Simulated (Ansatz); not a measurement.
Energy difference R1 → P1 + P2, each structure at its B3LYP-D3(BJ)/def2-SVP stationary point, reached from a drawn start (curvature not checked).
R1, Cl2La (SMILES [Cl][La][Cl]) (charge 0, multiplicity 2, Z-matrix in Å and degrees):
```
La
Cl 1 2.5972
Cl 1 2.5972 2 116.35
```
P1, ClLa (SMILES [Cl][La]) (charge 0, multiplicity 1):
| atom | x (Å) | y (Å) | z (Å) |
|---|---|---|---|
| La | -0.0091 | -0.0184 | -1.2750 |
| Cl | 0.0091 | 0.0184 | 1.2750 |
P2: Cl atom, charge 0, multiplicity 2.

P less R. No zero-point or thermal terms; singlets are restricted closed shells; open shells are unrestricted; no spin–orbit coupling. The spin states of the d-block species are the ones drawn and need not be the lowest.

Correlated levels freeze the cores. CBS(a, b) extrapolates the correlation energy as X⁻³ and adds the Hartree–Fock energy of set b.

Programs: Ansatz (Gaussian orbitals). Each number belongs to the level named beside it. Elements past Kr take the def2 small-core potentials, without spin–orbit coupling.

PBE/def2-TZVPP gives 124.69 kcal/mol for the reaction energy.

**Question.** Where do these levels fall relative to PBE: r2SCAN/def2-TZVPP, PBE0/def2-TZVPP, wB97M-V/def2-TZVPP, MP2/CBS(def2-TZVPP, def2-QZVPP), CCSD(T)/CBS(def2-TZVPP, def2-QZVPP).

**Answer.** r2SCAN/def2-TZVPP 7.39; PBE0/def2-TZVPP -0.02; wB97M-V/def2-TZVPP -4.45; MP2/CBS(def2-TZVPP, def2-QZVPP) 2.53; CCSD(T)/CBS(def2-TZVPP, def2-QZVPP) -4.86 kcal/mol. 2 of 5 lie above PBE; the widest gap is to r2SCAN/def2-TZVPP.

Ansatz is a program for electronic structure.
